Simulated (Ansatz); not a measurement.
Reaction (cleavage of the Si–Si bond): `C#C[SiH2][SiH2]C` + `CBS` → `CBS[SiH2]C` + `C#C[SiH3]`

Isolated molecules relaxed with PBE0-D4/def2-TZVP in Ansatz; ΔE leaves out vibrations. CCSD(T)/CBS adds triple-zeta CCSD(T) − MP2 to the extrapolated MP2 energy (def2 sets, frozen cores). DFT in def2-TZVPP. One conformer a species, not always the lowest.

CCSD(T)/CBS gives -0.59 eV.

Question: Another level gave -0.54 eV. Which?
A. PBE0-D4/def2-TZVPP
B. r2SCAN/def2-TZVPP
C. PBE/def2-TZVPP
D. SCS-MP2/def2-TZVPP

Answer: B. r2SCAN -0.54, SCS-MP2/def2-TZVPP -0.65, PBE -0.44, PBE0-D4 -0.49 eV.

Largest T1 diagnostic among the species: 0.013.

From PBE to PBE0 (25 % exact exchange), in def2-TZVPP and without D4, ΔE moves by −0.05 eV.
